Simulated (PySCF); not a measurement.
Electron correlation in Ti⁺ (titanium, charge +1)

[Ar] 3d1 4s1 5s1, high-spin 4D determinant (an excited configuration). All numbers are calculated (PySCF 2.14, scalar relativity by spin-free X2C-1e, in aug-cc-pVTZ-DK (8s7p5d3f2g, 93 functions)). Frozen: [Ar]; 3 electrons correlated.

MP2 pair energies summed by pair of shells (mhartree):

| pair | energy | share (%) |
| --- | --- | --- |
| 4s-5s | -3.46 | 47.5 |
| 3d-4s | -3.21 | 44.1 |
| 3d-5s | -0.61 | 8.3 |

Total MP2 correlation energy: -7.28 mhartree.

Same-spin part -7.28 and opposite-spin part 0.00 mhartree; SCS-MP2 scales them by 1/3 and 6/5 to -2.43 mhartree.
